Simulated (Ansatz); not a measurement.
Species: SiAsH6, charge 1, singlet. SiAsH6+ (SMILES [SiH3][AsH3+]).
B3LYP-D3(BJ)/def2-TZVP minimum from Ansatz (a quantum-chemistry and plane-wave program):
```xyz
8

Si    -1.6412     0.1612     0.2219
As     0.7500    -0.0737    -0.1014
H     -2.1735    -0.8854    -0.6613
H     -1.8743     1.5448    -0.2140
H     -1.7807    -0.0869     1.6633
H      1.2867    -1.4209     0.2707
H      1.5713     0.8912     0.6963
H      1.1976     0.1315    -1.5154
```
Charge +1, spin multiplicity 1.

Total energies in def2-SVP, 14 correlated electrons, 19 frozen orbitals. Radicals and triplets start from unrestricted determinants; spin-orbit coupling is neglected. Cores are frozen in correlated methods (noble-gas shells, and filled d and f shells in the p block). No relativity.

```
method    program  energy (Eh)  minus CCSDT(Q) (mEh)
--------  -------  -----------  --------------------
HF         Ansatz  -2525.99069                273.08
MP2        Ansatz  -2526.20783                 55.94
CCSD       Ansatz  -2526.25616                  7.61
CCSD(T)    Ansatz  -2526.26243                  1.34
CCSDT(Q)   Ansatz  -2526.26377                  0.00
```

Rough core times of Ansatz's runs on a shared machine: CCSD(T) under 20 s, CCSDT(Q) 2 min.
